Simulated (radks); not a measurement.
Q: The mean radii <r> (bohr) of the occupied orbitals of an atom or ion are listed with their occupations. All-electron calculation, scalar-relativistic Kohn-Sham, PBE, spin-polarised, spherical densities, finite nucleus; Fermi nuclear charge, rms radius of each element as measured or else 0.836 A^(1/3) + 0.57 fm. Program: a radial shooting solver on a logarithmic mesh with Libxc functionals.

orbital  occ.     <r>
1s up       1  0.1502

Name the element and its charge. Open shells, if any, are filled with parallel spins first.

A: Z = 10, neon, charge +9: Ne9+ in 1s1. The 1s radius gives Z: for a bare nucleus <r> = (2 gamma + 1)/(2Z) with gamma = sqrt(1 - (Z/c)^2), 0.1497 bohr for Z = 10, and the self-interaction of the functional makes it slightly larger (0.1502 here). The occupations add up to 1, and the charge is Z minus that.
